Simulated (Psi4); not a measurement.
# MP2, SCS-MP2 and SOS-MP2 from spin components

System: C₂H₆BCl (SMILES CB(C)Cl), singlet, at a GFN2-xTB geometry. Level: MP2/cc-pVDZ (Psi4). Sums are taken with unrounded values, so a last digit can differ.

Input for Psi4:
```
memory 2 GB

molecule {
0 1
B    -0.34120890   -0.05494083    0.06922011
Cl    1.31737130    0.21165698   -0.26623350
C    -0.74028388   -0.96938481    1.29424209
H    -1.68279411   -1.48857700    1.13714408
H    -0.87759584   -0.34579220    2.17868489
H     0.01858700   -1.70493447    1.55021912
C    -1.42962140    0.62064599   -0.85556640
H    -2.36100976    0.81692129   -0.32998274
H    -1.67554314   -0.05597241   -1.67503497
H    -1.09148008    1.54732316   -1.31321576
}

set {
  basis cc-pvdz
  freeze_core true
}

energy('mp2')
print_variables()
```

It gave an SCF energy of -563.484791 Eh, a same-spin correlation energy of -0.120624 Eh and an opposite-spin one of -0.386975 Eh.

Problem. Work out the MP2, SCS-MP2 (6/5 and 1/3) and SOS-MP2 (1.3 and 0) correlation and total energies.

Solution. MP2: -0.386975 + (-0.120624) = -0.507599 Eh, total -563.992390 Eh, as the program printed. SCS-MP2: 1.2 × (-0.386975) + (-0.120624)/3 = -0.504578 Eh, total -563.989369 Eh. SOS-MP2: 1.3 × (-0.386975) = -0.503067 Eh, total -563.987858 Eh. Opposite spins carry 76 % of the MP2 correlation; same-spin pairs are already kept apart by exchange.
